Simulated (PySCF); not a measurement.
The vertical singlet excitations below were computed for one of the candidates. Method: PySCF, TDDFT CAM-B3LYP/def2-SVPD, vertical, gas phase, core orbitals frozen in the response. Geometries: PBE0-D3(BJ)/def2-SVP, one conformer each. Relativistic effects are left out although some hold elements past zinc.

| state | λ (nm) | f |
| --- | --- | --- |
| S1 | 237.1 | 0.051 |
| S2 | 231.4 | 0.0002 |
| S3 | 226.4 | 0.035 |
| S4 | 211.3 | 0.0027 |
| S5 | 208.2 | 0.024 |
| S6 | 205.8 | 0.0082 |

Orbital energies (eV): HOMO-3 -10.47, HOMO-2 -9.85, HOMO-1 -8.73, HOMO -8.54, LUMO -0.91, LUMO+1 -0.33, LUMO+2 0.86.

Question: Which structure fits?
A. `CC#CCC#N`
B. `CCC(CC)CC`
C. `[GaH3-][N+]1=CC=CC=C1`

Answer: C. Its S1, at 5.23 eV, is the lowest among the candidates; the nearest of the others has S1 at 6.45 eV. S1 is HOMO→LUMO (98%). Löwdin shares by element: HOMO hydrogen 54% or more, gallium 39%; LUMO carbon 48% or more, nitrogen 22% (atoms not listed hold the other 30%). At the same level the other candidates give, for their lowest levels:
- `CCC(CC)CC`: 145 nm (f 0.000); 144 nm (f 0.002); 142 nm (f 0.011); 139 nm (f 0.004); 138 nm (f 0.007); T1 8.33 eV; HOMO -9.90, LUMO 1.40 eV
- `CC#CCC#N`: 192 nm (f 0.000); 184 nm (f 0.002); 182 nm (f 0.000); 175 nm (f 0.008); 172 nm (f 0.017); T1 5.37 eV; HOMO -9.24, LUMO 0.91 eV
Triplets come from the Tamm–Dancoff approximation.
